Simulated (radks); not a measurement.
Q: All-electron atom: Nb32+ in [He] 2s2 2p5 (the NIST ground configuration). Calculated with a radial shooting solver on a logarithmic mesh with Libxc functionals: Dirac Kohn-Sham, PBE, spin-unpolarised, spherical densities, finite nucleus; open shells fill j = l - 1/2 first; Fermi nuclear charge, rms radius 4.324 fm.

Spin-orbit splittings of the eigenvalues, e(l+1/2) - e(l-1/2), with zeta = 2 splitting/(2l+1) and mean radii in bohr:

| shell | occ. | splitting (eV) | zeta (eV) | <r> j=l-1/2 | <r> j=l+1/2 |
|---|---|---|---|---|---|
| 2p | 5 | 102.6 | 68.41 | 0.1301 | 0.1342 |
| 3p | 0 | ? | ? | 0.3483 | 0.3542 |

Estimate the 3p splitting.

A: 26.81 eV (zeta = 17.87 eV).
